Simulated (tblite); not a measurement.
Input of a run (GFN2-xTB geometry optimisation, gas phase (tblite 0.8.0)), started from a force field or distance geometry:
```
{"job": {"kind": "relax", "xc": "GFN2-xTB", "basis": "xTB"}, "charge": 0, "multiplicity": 1}
F     -1.850600    -1.877000     0.580900
C     -1.569500    -0.528200     0.839400
C     -0.820700     0.027200    -0.360000
Si     0.734300    -0.871200    -0.706700
C      2.197700    -0.340300     0.297000
Cl     2.860100     1.219800    -0.235100
C     -0.724800     1.529000    -0.368200
Cl    -2.408900     2.141900    -0.353800
Cl     0.099900     2.209500     1.036900
H     -2.446800     0.044800     1.145300
H     -0.819100    -0.559400     1.672600
H     -1.519000    -0.214000    -1.225500
H      1.012100    -0.846200    -2.145100
H      0.483300    -2.302300    -0.340300
H      2.038800    -0.379300     1.388300
H      3.007100    -1.082600     0.084500
H     -0.281000     1.840200    -1.320100
```

Output (eV, eV/Å):
```
step      E/eV     max force
  0    -890.65709    2.785
  1    -890.88414    0.788
  2    -890.93761    0.538
  3    -890.99406    0.534
  4    -891.02968    0.409
  5    -891.04711    0.285
  6    -891.05573    0.195
  7    -891.06353    0.215
  8    -891.07094    0.238
  9    -891.07692    0.187
 10    -891.08072    0.134
 11    -891.08355    0.145
 12    -891.08689    0.193
 13    -891.09077    0.153
 14    -891.09421    0.126
 15    -891.09699    0.123
 16    -891.09964    0.162
 17    -891.10252    0.177
 18    -891.10556    0.140
 19    -891.10824    0.129
 20    -891.11042    0.118
 21    -891.11241    0.124
 22    -891.11422    0.155
 23    -891.11560    0.121
 24    -891.11654    0.065
 25    -891.11720    0.058
 26    -891.11789    0.073
 27    -891.11876    0.097
 28    -891.11977    0.080
 29    -891.12076    0.075
 30    -891.12168    0.068
 31    -891.12254    0.081
 32    -891.12339    0.082
 33    -891.12413    0.068
 34    -891.12467    0.045
 35    -891.12504    0.041
 36    -891.12531    0.037
 37    -891.12549    0.028
 38    -891.12564    0.032
 39    -891.12578    0.036
 40    -891.12597    0.039
 41    -891.12618    0.035
 42    -891.12637    0.030
 43    -891.12655    0.032
 44    -891.12673    0.033
 45    -891.12697    0.040
 46    -891.12719    0.037
 47    -891.12735    0.035
 48    -891.12744    0.024
 49    -891.12753    0.024
 50    -891.12761    0.026
 51    -891.12769    0.027
 52    -891.12776    0.023
 53    -891.12780    0.016
 54    -891.12785    0.016
 55    -891.12789    0.018
 56    -891.12793    0.019
 57    -891.12798    0.017
 58    -891.12804    0.019
 59    -891.12810    0.020
 60    -891.12817    0.025
 61    -891.12826    0.028
 62    -891.12836    0.024
 63    -891.12843    0.018
 64    -891.12848    0.017
 65    -891.12853    0.019
 66    -891.12859    0.024
 67    -891.12866    0.026
 68    -891.12874    0.019
 69    -891.12881    0.023
 70    -891.12891    0.025
 71    -891.12902    0.028
 72    -891.12914    0.030
 73    -891.12925    0.030
 74    -891.12935    0.026
 75    -891.12952    0.041
 76    -891.12981    0.062
 77    -891.13028    0.070
 78    -891.13078    0.054
 79    -891.13120    0.042
 80    -891.13157    0.046
 81    -891.13195    0.062
 82    -891.13245    0.069
 83    -891.13300    0.060
 84    -891.13352    0.049
 85    -891.13402    0.068
 86    -891.13457    0.072
 87    -891.13513    0.057
 88    -891.13519    0.057
 89    -891.13587    0.066
 90    -891.13628    0.044
 91    -891.13671    0.038
 92    -891.13800    0.072
 93    -891.13912    0.106
 94    -891.14159    0.086
 95    -891.13583    0.325
 96    -891.14329    0.113
 97    -891.14453    0.073
 98    -891.14788    0.128
 99    -891.14843    0.277
100    -891.15540    0.119
101    -891.16127    0.109
102    -891.16934    0.208
103    -891.17561    0.260
104    -891.18106    0.283
105    -891.17964    0.374
106    -891.19105    0.250
107    -891.19326    0.270
108    -891.19781    0.229
109    -891.20429    0.179
110    -891.20972    0.120
111    -891.21400    0.200
112    -891.21760    0.137
113    -891.22389    0.262
114    -891.22920    0.263
115    -891.23404    0.253
116    -891.23813    0.136
117    -891.24035    0.111
118    -891.24261    0.137
119    -891.24458    0.095
120    -891.24724    0.083
121    -891.24818    0.082
122    -891.24971    0.090
123    -891.25115    0.075
124    -891.25196    0.053
125    -891.25252    0.049
126    -891.25292    0.049
127    -891.25336    0.049
128    -891.25386    0.056
129    -891.25443    0.057
130    -891.25512    0.049
131    -891.25593    0.070
132    -891.25677    0.073
133    -891.25744    0.056
134    -891.25784    0.038
135    -891.25810    0.035
136    -891.25839    0.037
137    -891.25876    0.040
138    -891.25917    0.045
139    -891.25952    0.044
140    -891.25978    0.047
141    -891.26001    0.043
142    -891.26029    0.032
143    -891.26062    0.035
144    -891.26095    0.043
145    -891.26120    0.041
146    -891.26136    0.032
147    -891.26147    0.021
148    -891.26154    0.017
149    -891.26158    0.015
150    -891.26162    0.015
151    -891.26166    0.015
152    -891.26171    0.014
153    -891.26176    0.013
154    -891.26180    0.014
155    -891.26183    0.010
156    -891.26185    0.009
```

Summarise the run.

The energy falls by 0.605 eV over 156 L-BFGS steps, the largest force on an atom goes from 2.79 to 0.009 eV/Å, and the atoms move by 1.113 Å rms after alignment. The bond that changes most is C3–Si4 (sp3 carbon bound to silicon to SiH2 silicon), which lengthens by 0.097 Å. Bonds longer at the end by more than 0.005 Å: 4 of 16; shorter: 6. Among the angles that change most is C3–Si4–C5, from 115.4° to 108.3°. Among the dihedrals that turn most is C7–C3–Si4–C5, from 50° to -38°. The energy rose by more than 1e-5 eV at steps 95 and 105. The first step brought 38 % of the lowering.

What are the final bond lengths?

F1–C2 1.374 Å, C2–C3 1.523 Å, C3–Si4 1.926 Å, Si4–C5 1.912 Å, C5–Cl6 1.787 Å, C3–C7 1.506 Å, C7–Cl8 1.790 Å, C7–Cl9 1.778 Å, C2–H10 1.094 Å, C2–H11 1.094 Å, C3–H12 1.094 Å, Si4–H13 1.461 Å, Si4–H14 1.461 Å, C5–H15 1.086 Å, C5–H16 1.086 Å, C7–H17 1.091 Å. Numbering counts from 1 in the input's order; the species is `FC[C@H]([SiH2]CCl)C(Cl)Cl`.

Time: 1.8 s of wall time. Hardware: one thread of an Arm Neoverse V1, no GPU, on a shared host.

Its GFN2-xTB frequencies are all real (lowest 43 cm⁻¹). The numbers are those of one conformer. 3 starts were optimised and ended at 0.00, 1.22 and 3.31 kcal/mol (GFN2-xTB); the lowest of these is shown.

The numbers are calculated, not measured.
